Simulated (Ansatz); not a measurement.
Two isomers of C2H6BFS: A = `FCCBS`, B = `CCB(F)S`.

Calculated with Ansatz (gas phase, PBE0-D4/def2-TZVP geometries, no zero-point term in ΔE). CCSD(T)/CBS adds triple-zeta CCSD(T) − MP2 to the extrapolated MP2 energy (def2 sets, frozen cores). DFT in def2-TZVPP. B3LYP here is the variant with VWN-RPA as its local correlation; programs differ in this. Each species was taken in one conformer, which may not be the lowest.

A:

Z-matrix (Å, degrees):
```
C
C 1 1.511
F 1 1.387 2 109.6
H 1 1.094 2 112.1 3 118.9
H 1 1.094 2 111.3 3 -118.7
B 2 1.566 1 113.3 3 61.1
H 2 1.094 1 110.1 3 -66.9
H 2 1.101 1 107.3 3 177.9
S 6 1.773 2 125.1 1 -142.3
H 6 1.196 2 121.0 1 40.3
H 9 1.346 6 98.9 2 3.0
```

B:

Z-matrix (Å, degrees):
```
C
C 1 1.529
H 1 1.093 2 111.3
H 1 1.092 2 111.3 3 -119.9
H 1 1.092 2 111.2 3 119.8
B 2 1.563 1 113.7 3 -64.5
H 2 1.100 1 109.2 3 177.2
H 2 1.094 1 110.8 3 61.3
S 6 1.805 2 121.4 1 136.5
F 6 1.333 2 119.9 1 -44.2
H 9 1.344 6 96.6 2 177.8
```

Task: Which isomer does CCSD(T)/CBS put lower? Give the gap. (Estimate.)

Result: Computed: B, by 49.6 kcal/mol.

Task: Give E(B) − E(A) in kcal/mol with B2PLYP, ωB97M-V, MP2/def2-TZVPP, CCSD/def2-TZVPP, PBE-D4, CCSD(T)/def2-TZVPP, B3LYP. (Best estimate.)

Result: The calculation gave: B2PLYP -49.6, ωB97M-V -49.3, MP2/def2-TZVPP -51.2, CCSD/def2-TZVPP -49.6, PBE-D4 -48.0, CCSD(T)/def2-TZVPP -49.5, B3LYP -48.7. None reverses the order clearly.

Largest T1 diagnostic: 0.013.

From PBE to PBE0 (25 % exact exchange), in def2-TZVPP and without D4, E(B) − E(A) moves by −0.9 kcal/mol.
